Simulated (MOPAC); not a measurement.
Job for MOPAC: PM6 on C2H2N2 (a complex), monomers drawn apart or pushed together.

```
PM6 1SCF PRECISE CHARGE=0 THREADS=1
C2H2N2

C     -0.43737409 1     0.42783225 1    -1.03061636 1
C     -0.04093733 1     0.04010681 1     0.03031240 1
H     -0.79032340 1     0.77302012 1    -1.97158665 1
H      0.30879242 1    -0.30193930 1     0.97438525 1
N      0.50188672 1    -0.49293007 1     5.02379182 1
N      0.57552593 1    -0.56386774 1     3.93803977 1
```

It printed:

```
*******************************************************************************
 **                                                                           **
 **                              MOPAC v23.2.5                                **
 **                                                                           **
 *******************************************************************************
 ** MOPAC's Digital Object Identifier: https://doi.org/10.5281/zenodo.6511958 **
 **                                                                           **
 ** Please cite the open-source release paper for use of this MOPAC version:  **
 ** J. E. Moussa and J. J. P. Stewart (2026)                                  **
 ** MOPAC: An open-source semiempirical molecular orbital program             **
 ** J. Open Source Softw., 11(119), 8025, https://doi.org/10.21105/joss.08025 **
 *******************************************************************************

                              PM6 CALCULATION RESULTS

 *******************************************************************************
 *  PM6        - The PM6 Hamiltonian to be used
 *
 *
 *
 *                 CHARGE ON SYSTEM = 0
 *
 *
 *
 *  PRECISE    - TIGHTER CRITERIA TO BE USED
 *  1SCF       - DO 1 SCF AND THEN STOP
 *  THREADS=1  - MULTI-THREADING NOT USED
 *  T=         - A TIME OF 172800.0 SECONDS REQUESTED
 *  DUMP=N     - RESTART FILE WRITTEN EVERY 7200.0 SECONDS REQUESTED
 *******************************************************************************
PM6 1SCF PRECISE CHARGE=0 THREADS=1
 C2H2N2

   ATOM   CHEMICAL          X               Y               Z
  NUMBER   SYMBOL      (ANGSTROMS)     (ANGSTROMS)     (ANGSTROMS)

     1       C         -0.43737409  *   0.42783225  *  -1.03061636  *
     2       C         -0.04093733  *   0.04010681  *   0.03031240  *
     3       H         -0.79032340  *   0.77302012  *  -1.97158665  *
     4       H          0.30879242  *  -0.30193930  *   0.97438525  *
     5       N          0.50188672  *  -0.49293007  *   5.02379182  *
     6       N          0.57552593  *  -0.56386774  *   3.93803977  *



          CARTESIAN COORDINATES

    NO.       ATOM           X           Y           Z

     1         C         -0.4374      0.4278     -1.0306
     2         C         -0.0409      0.0401      0.0303
     3         H         -0.7903      0.7730     -1.9716
     4         H          0.3088     -0.3019      0.9744
     5         N          0.5019     -0.4929      5.0238
     6         N          0.5755     -0.5639      3.9380

 General Reference for PM6:
 "Optimization of Parameters for Semiempirical Methods V: Modification of NDDO Approximations
 and Application to 70 Elements", J. J. P. Stewart, J. Mol. Mod., 13, 1173-1213 (2007)
 URL: https://link.springer.com/article/10.1007/s00894-007-0233-4

           Empirical Formula: C2 H2 N2  =     6 atoms



      MOLECULAR POINT GROUP   :   Cs


      RHF CALCULATION, NO. OF DOUBLY OCCUPIED LEVELS = 10


 -------------------------------------------------------------------------------
 PM6 1SCF PRECISE CHARGE=0 THREADS=1
 C2H2N2



     1SCF WAS SPECIFIED, SO BFGS WAS NOT USED
     SCF FIELD WAS ACHIEVED


                              PM6 CALCULATION
                                                       MOPAC v23.2.5 Linux




          FINAL HEAT OF FORMATION =         98.73623 KCAL/MOL =     413.11240 KJ/MOL


          COSMO AREA              =        117.49 SQUARE ANGSTROMS
          COSMO VOLUME            =         90.24 CUBIC ANGSTROMS

          IONIZATION POTENTIAL    =         11.504604 EV
          HOMO LUMO ENERGIES (EV) =        -11.505  0.112
          NO. OF FILLED LEVELS    =         10
          MOLECULAR WEIGHT        =         54.0512         POINT GROUP:  Cs

          MOLECULAR DIMENSIONS (Angstroms)

            Atom       Atom       Distance
            N     5    H     3     7.22549
            H     4    H     3     0.75088
            C     2    N     6     0.00022


          SCF CALCULATIONS        =          1





   ATOM   CHEMICAL          X               Y               Z
  NUMBER   SYMBOL      (ANGSTROMS)     (ANGSTROMS)     (ANGSTROMS)

     1       C         -0.43737409  *   0.42783225  *  -1.03061636  *
     2       C         -0.04093733  *   0.04010681  *   0.03031240  *
     3       H         -0.79032340  *   0.77302012  *  -1.97158665  *
     4       H          0.30879242  *  -0.30193930  *   0.97438525  *
     5       N          0.50188672  *  -0.49293007  *   5.02379182  *
     6       N          0.57552593  *  -0.56386774  *   3.93803977  *

                             CARTESIAN COORDINATES

   1    C       -0.437374090     0.427832250    -1.030616360
   2    C       -0.040937330     0.040106810     0.030312400
   3    H       -0.790323400     0.773020120    -1.971586650
   4    H        0.308792420    -0.301939300     0.974385250
   5    N        0.501886720    -0.492930070     5.023791820
   6    N        0.575525930    -0.563867740     3.938039770


           Empirical Formula: C2 H2 N2  =     6 atoms



      MOLECULAR POINT GROUP   :   Cs


                  EIGENVALUES
 -38.35075 -26.40472 -19.69073 -18.88538 -17.02982 -17.02981 -15.46802 -12.79758
 -11.50475 -11.50460   0.11193   0.11200   1.78459   1.78478   3.45475   5.17332
   6.34772   7.12910


              NET ATOMIC CHARGES AND DIPOLE CONTRIBUTIONS

  ATOM NO.   TYPE          CHARGE      No. of ELECS.   s-Pop       p-Pop
    1          C          -0.206001        4.2060     1.15809     3.04791
    2          C          -0.194456        4.1945     1.16076     3.03370
    3          H           0.197237        0.8028     0.80276
    4          H           0.203115        0.7969     0.79689
    5          N           0.007130        4.9929     1.78945     3.20342
    6          N          -0.007025        5.0070     1.78900     3.21803
 DIPOLE           X         Y         Z       TOTAL
 POINT-CHG.     0.021    -0.021     0.113     0.117
 HYBRID        -0.005     0.005    -0.014     0.016
 SUM            0.017    -0.016     0.099     0.102


          ATOMIC ORBITAL ELECTRON POPULATIONS

     Atom    s        px        py        pz
    1  C   1.15809   1.00781   1.00764   1.03246
    2  C   1.16076   1.00112   1.00090   1.03168
    3  H   0.80276
    4  H   0.79689
    5  N   1.78945   0.99817   0.99810   1.20715
    6  N   1.78900   1.00373   1.00366   1.21064

 **********************
 *                    *
 * JOB ENDED NORMALLY *
 *                    *
 **********************




 == MOPAC DONE ==
```

The run finished.

Cost: around 0.020 core-seconds (rough).
